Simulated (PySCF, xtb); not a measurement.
(E)-1,2-dichloro-1,2-difluoroethene (C2Cl2F2), SMILES F/C(Cl)=C(/F)Cl.

GFN2-xTB in xtb at its own geometry gives an orbital gap of 4.14 eV and a dipole moment of 0.00 D.

The structure is a stationary point at B3LYP-D3(BJ)/def2-SVP.

**Question.** What does PBE/def2-TZVP (PySCF) give? (The exact figures need the calculation; the answer reports its results.)

**Answer.** gap 4.71 eV (levels -6.10 and -1.39 eV), dipole 0.00 D.
